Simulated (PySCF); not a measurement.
# Eu(III) with more and more SH

Computed with PySCF 2.14.0, PBE0, def2-SVP on the ligands, density fitting, scalar-relativistic core potentials, no spin-orbit coupling, vacuum. The metal has lcecp-1-SVP with ECP52. Each complex is relaxed within the symmetry of its template. Distances are means of the shortest metal–ligand contacts, charges and spins Mulliken's; removal energies are rigid, with the ligand's formal charge and no counterpoise, so too large; for an anion taken off a cation in vacuum most of it is the attraction of opposite charges, and multiply charged cations can part far more cheaply with an electron moved from ligand to metal. lcecp potentials hold a fixed number of 4f electrons in the core, out of states, spins and gaps.

```csv
complex,point group,M–SH (Å),charge on M (e),dipole (D),removal of one SH (eV),"strongest infrared band, degenerate modes summed (cm⁻¹)",unstable modes (below −25 cm⁻¹)
[Eu(SH)2]+,C2v,2.513,1.13,–,14.41,–,0
[Eu(SH)4]−,S4,2.690,0.59,–,4.58,265,0
```

What does the calculation give for Eu(SH)3?

point group: nearly C3h, M–SH (Å): 2.612, charge on M (e): 0.85, dipole (D): 0.37, removal of one SH (eV): 9.01, strongest infrared band, degenerate modes summed (cm⁻¹): 312, unstable modes (below −25 cm⁻¹): 0.
```xyz
7

Eu    0.0000    0.0000    0.9128
S     2.5799   -0.4061    0.9716
H     2.9027    0.9094    0.9651
S    -0.9382    2.4373    0.9716
H    -2.2389    2.0591    0.9651
S    -1.6417   -2.0312    0.9716
H    -0.6638   -2.9685    0.9651
```

The more ligands, the longer each bond and the weaker the last ligand is held.

Moved off a saddle point of the template and relaxed again: [Eu(SH)2]+, Eu(SH)3, [Eu(SH)4]−. One start shape was tried for each, so a minimum needn't be the lowest isomer.
